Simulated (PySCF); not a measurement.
**Magnetic susceptibility: SMILES C(C)S(=O)(=O)N(C)S(=O)(=O)CC, C5H13NO4S2**

Geometry:
```csv
atom,x (Å),y (Å),z (Å)
C1,-3.377,0.930,-0.289
C2,-2.282,-0.114,-0.260
S3,-1.023,0.455,0.907
O4,-0.426,1.670,0.444
O5,-1.578,0.449,2.228
N6,0.210,-0.676,0.895
C7,0.013,-1.929,1.588
S8,1.185,-0.622,-0.482
O9,1.920,-1.850,-0.515
O10,0.347,-0.335,-1.609
C11,2.309,0.748,-0.154
C12,3.234,0.882,-1.345
H13,-4.174,0.637,-0.971
H14,-3.790,1.057,0.709
H15,-2.964,1.881,-0.614
H16,-2.632,-1.070,0.117
H17,-1.774,-0.226,-1.213
H18,-0.521,-1.702,2.509
H19,-0.559,-2.639,0.984
H20,0.989,-2.357,1.806
H21,2.835,0.483,0.758
H22,1.676,1.617,-0.003
H23,2.648,1.076,-2.239
H24,3.936,1.700,-1.196
H25,3.789,-0.042,-1.488
```

The calculation used GIAO KT3/pcSseg-1 magnetisability, rotational g tensor and spin-rotation constants, non-relativistic, gas phase in PySCF 2.14.0. Geometry: GFN2-xTB.

**Question.** How diamagnetic is it, and how anisotropic?

**Answer.** Isotropic -1891 × 10⁻³⁰ J/T², or -113.9 × 10⁻⁶ cm³/mol; principal values -1923, -1885, -1865 × 10⁻³⁰ J/T², anisotropy 51 × 10⁻³⁰ J/T² (root of half the summed squared differences of the principal values). The susceptibility is in cgs units.

**Question.** Split it along the inertial axes a, b, c into diamagnetic and paramagnetic parts about the centre of mass, with the quadrupole moment.

**Answer.** 
| axis | χ (10⁻⁶ cm³/mol) | diamagnetic (10⁻⁶ cm³/mol) | paramagnetic (10⁻⁶ cm³/mol) | summed x² of all electrons (Å²) | quadrupole Θ (D Å) |
| --- | --- | --- | --- | --- | --- |
| a | -113.1 | -1120.0 | 1006.9 | 438.9 | +2.37 |
| b | -114.3 | -2316.7 | 2202.3 | 156.8 | +3.11 |
| c | -114.2 | -2527.5 | 2413.4 | 107.1 | -5.47 |

Anisotropies 2χaa − χbb − χcc = +2.2 and 2χbb − χaa − χcc = -1.4 × 10⁻⁶ cm³/mol. Θ is traceless in Buckingham's convention.

**Question.** And the rotational g tensor?

**Answer.** 
```
axis  rotational constant (GHz)        g  nuclear part  electronic part
   a                     1.2749  -0.0237        0.5794          -0.6031
   b                     0.5554  -0.0101        0.5646          -0.5747
   c                     0.5109  -0.0081        0.5712          -0.5793
```
Asymmetric top; isotopes 12C, 1H, 14N, 16O, 32S; no vibrational averaging.
